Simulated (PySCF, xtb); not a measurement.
hexafluorocyclobutene (C4F6), SMILES FC1=C(F)C(F)(F)C1(F)F.

Coordinates come from a PBE0-D3(BJ)/def2-SVP optimisation.

Level of theory: IEF-PCM-B3LYP/def2-SVP (PySCF).

The values are the electrostatic part of the solvation free energy, E(continuum) − E(gas) at the gas-phase geometry, in a cavity of scaled van der Waals radii (PySCF's table); cavitation and dispersion terms are not included. In vacuum the orbital gap is 7.54 eV. The dipole moment in vacuum is 1.33 D.

Computed values in water (ε = 78.36), N,N-dimethylformamide (ε = 37.22), methanol (ε = 32.61):
```json
[
 {"solvent": "water", "ε": "78.36", "ΔG(elec) (kcal/mol)": "-2.3", "dipole (D)": "1.59", "gap (eV)": "7.55"},
 {"solvent": "N,N-dimethylformamide", "ε": "37.22", "ΔG(elec) (kcal/mol)": "-2.2", "dipole (D)": "1.58", "gap (eV)": "7.54"},
 {"solvent": "methanol", "ε": "32.61", "ΔG(elec) (kcal/mol)": "-2.2", "dipole (D)": "1.58", "gap (eV)": "7.54"}
]
```

For comparison, GFN2-xTB/ALPB(water) (xtb, at the GFN2-xTB geometry, all terms of that model) gives 1.6 kcal/mol.
